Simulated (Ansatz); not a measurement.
`C[O][Mo]([OH])([F])([F])([Cl])[O]C`. Charge 0, multiplicity 1. Mo takes the def2 core potential. The geometry is a stationary point of PBE0-D4/def2-TZVP. It is one conformer, not always the lowest.

```xyz
16

C     1.327    1.025    2.123
O     0.973    0.337    0.960
Mo   -0.607   -0.169    0.216
O    -1.044    1.671    0.279
F    -1.200   -0.466    1.964
F    -2.408   -0.300   -0.284
Cl   -0.405   -2.504    0.196
O     0.005   -0.270   -1.487
C     0.232   -1.052   -2.616
H     0.847    0.551    2.984
H     2.413    1.009    2.226
H     0.974    2.058    2.034
H    -1.972    1.869    0.115
H     0.296   -2.102   -2.309
H    -0.598   -0.921   -3.315
H     1.166   -0.736   -3.085
```

**Question.** What is the dipole moment at r2SCAN/def2-TZVPP? (Estimate.)

**Answer.** The calculation gave: 4.15 D, with components (2.71, 2.54, -1.85) D in this frame, pointing from negative to positive charge.

**Question.** And with PBE, B3LYP, ωB97M-V? (Estimate.)

**Answer.** The calculation gave: PBE 4.03 D, B3LYP 4.14 D, ωB97M-V 4.16 D.

**Question.** Give the Mulliken charges with r2SCAN, ωB97M-V, PBE in def2-TZVPP. (Estimate.)

**Answer.** Ansatz gave: 
```json
{"atom": "C1", "r2SCAN": "0.02", "ωB97M-V": "-0.15", "PBE": "-0.11"}
{"atom": "O2", "r2SCAN": "-0.36", "ωB97M-V": "-0.34", "PBE": "-0.28"}
{"atom": "Mo3", "r2SCAN": "1.44", "ωB97M-V": "1.35", "PBE": "1.18"}
{"atom": "O4", "r2SCAN": "-0.44", "ωB97M-V": "-0.40", "PBE": "-0.38"}
{"atom": "F5", "r2SCAN": "-0.36", "ωB97M-V": "-0.35", "PBE": "-0.32"}
{"atom": "F6", "r2SCAN": "-0.37", "ωB97M-V": "-0.37", "PBE": "-0.33"}
{"atom": "Cl7", "r2SCAN": "-0.31", "ωB97M-V": "-0.26", "PBE": "-0.28"}
{"atom": "O8", "r2SCAN": "-0.39", "ωB97M-V": "-0.38", "PBE": "-0.32"}
{"atom": "C9", "r2SCAN": "0.02", "ωB97M-V": "-0.14", "PBE": "-0.09"}
{"atom": "H10", "r2SCAN": "0.10", "ωB97M-V": "0.15", "PBE": "0.13"}
{"atom": "H11", "r2SCAN": "0.08", "ωB97M-V": "0.14", "PBE": "0.12"}
{"atom": "H12", "r2SCAN": "0.10", "ωB97M-V": "0.15", "PBE": "0.13"}
{"atom": "H13", "r2SCAN": "0.23", "ωB97M-V": "0.21", "PBE": "0.22"}
{"atom": "H14", "r2SCAN": "0.08", "ωB97M-V": "0.13", "PBE": "0.10"}
{"atom": "H15", "r2SCAN": "0.08", "ωB97M-V": "0.14", "PBE": "0.12"}
{"atom": "H16", "r2SCAN": "0.08", "ωB97M-V": "0.14", "PBE": "0.12"}
```

B3LYP here is the variant with VWN-RPA as its local correlation; programs differ in this.
